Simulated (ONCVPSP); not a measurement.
## osmium: one change to an ONCV potential, before and after

```json
{
 "Element": "Os (Z = 76)",
 "Generator": "ONCVPSP 4.0.1",
 "Type": "optimised norm-conserving Vanderbilt (ONCV)",
 "Functional": "LDA (Perdew-Zunger)",
 "Relativity": "scalar-relativistic",
 "Frozen core": "[Kr] 4d10 4f14",
 "Valence charge": "16",
 "Reference configuration": "5s2 5p6 5d6 6s2",
 "Partial waves": "5s+6s: rc 1.55 bohr, ncon 3, nbas 8, qcut 9.7 1/bohr, 2 projectors; 5p: rc 1.45 bohr, ncon 4, nbas 8, qcut 9.1 1/bohr, 2 projectors, debl 2.2 Ha; 5d: rc 2.50 bohr, ncon 5, nbas 10, qcut 7.3 1/bohr, 1 projector",
 "Local potential": "polynomial inside 1.35 bohr (lpopt 5, dvloc0 0 Ha)",
 "Core correction": "Teter function, fcfact 5.75, rcfact 1.3"
}
```

Change: local potential polynomial inside 1.35 bohr (lpopt 5, dvloc0 9 Ha).

Cutoffs: the cutoffs (Ha) at which the residual kinetic energy of the hardest occupied pseudo-wave falls to 1 and 0.1 mHa per electron; they do not see the model core or the augmentation charge, which bear on the density cutoff. Errors are all-electron minus pseudo energies relative to the spin-unpolarised reference configuration.

Q: How do hardness, ghosts and transferability respond?

A: The potential gets neither clearly harder nor softer (30 Ha and 36 Ha → 30 Ha and 36 Ha); of the 4 tests that both files solve, the error grows in 1 and shrinks in 1 by more than 15 % and 0.3 meV (median size 6.1 → 6.2 meV); neither file shows a bound ghost.

```tsv
quantity	base	changed
cutoff, loose	30 Ha	30 Ha
cutoff, tight	36 Ha	36 Ha
bound ghosts	none	none
GHOST(+) flags under 300 eV	s at 289.6 eV	none
error for 5s2 5p6 5d6 6s1, meV [ΔE 9.86 eV]	-3.2	-3.2
error for 5s2 5p6 5d6 6s0, meV [ΔE 27.15 eV]	-9.0	-9.3
error for 5s2 5p6 5d5 6s0, meV [ΔE 56.30 eV]	-14	-17
error for 5s2 5p6 5d5 6s2 6p1, meV [ΔE 6.15 eV]	+3.2	+2.7
s: phases at 1.57 bohr within 0.05 rad from the reference energy up to (Ha; the scan ends near 5)	to the end of the scan	to the end of the scan
p: phases at 1.47 bohr within 0.05 rad from the reference energy up to (Ha; the scan ends near 5)	to the end of the scan	to the end of the scan
d: phases at 2.53 bohr within 0.05 rad from the reference energy up to (Ha; the scan ends near 5)	5.0	to the end of the scan
rms error of d²Exc/dni dnj with the model core, mHa	1.14	1.14
```
